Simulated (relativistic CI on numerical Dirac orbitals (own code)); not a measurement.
**Cu4+ in a cubic cluster: L2,3 absorption with charge transfer**

Computed with a charge-transfer multiplet model of a cubic metal-ligand cluster with up to 2 ligand holes, Slater and spin-orbit integrals from Dirac-Coulomb-Breit ions, Slater integrals scaled by 0.7. The ground state mixes d7 with configurations of k ligand holes L, whose averages lie at kΔ + k(k − 1)U_dd/2; a core hole lowers each added d electron by U_cd. 300 K, Lorentzian 0.4 eV and Gaussian 0.3 eV FWHM.

Atomic integrals in eV (Slater integrals scaled, ζ unscaled), ground: F2dd 10.358, F4dd 6.495, zeta_d 0.120; with the core hole: F2dd 10.861, F4dd 6.812, zeta_d 0.150, zeta_core 13.370, F2cd 6.618, G1cd 5.133, G3cd 2.922.

Cluster parameters (eV): Δ = -0.4, U_dd = 7.4, U_cd = 9.3, 10Dq(ligand) = 0.3, V(eg) = 2.85, V(t2g) = -1.55, final-state hopping factor = 1.

```tsv
Case	n_d	d7	d8L	d9L2	S
10Dq = 0.6 eV	7.77	0.33	0.58	0.09	0.65
10Dq = 0.9 eV	7.77	0.33	0.58	0.09	0.56
10Dq = 1.2 eV	7.76	0.33	0.58	0.09	0.53
10Dq = 1.5 eV	7.75	0.34	0.57	0.09	0.52
10Dq = 2.1 eV	7.72	0.36	0.56	0.08	0.51
```

Weights, n_d and S are thermal averages at 300 K. Photon energies count from the first peak over 30 % of the highest in each spectrum, which can be another peak from case to case. The parameters are a model scan and need not match a compound or its usual spin state. Peaks in eV (height, largest 100):
- 10Dq = 0.6 eV: 0.0 (100), 0.7 (73), 8.8 (5), 20.5 (40)
- 10Dq = 0.9 eV: 0.0 (100), 0.5 (70), 19.7 (13), 20.4 (50)
- 10Dq = 1.2 eV: 0.0 (100), 19.6 (15), 20.5 (55)
- 10Dq = 1.5 eV: 0.0 (100), 19.6 (16), 20.5 (58)
- 10Dq = 2.1 eV: 0.0 (32), 0.7 (100), 1.3 (72), 20.3 (18), 21.2 (62)

For the case 10Dq = 1.5 eV, Δ = -0.4 eV is smaller than U_dd = 7.4 eV, the charge-transfer side of the Zaanen-Sawatzky-Allen scheme (negative Δ: between configuration averages a ligand hole costs less than the nominal valence; multiplet and field energies can change this for the lowest states). With the core hole the configuration with one ligand hole lies at Δ + U_dd − U_cd = -2.3 eV from the one without, against Δ in the ground state.
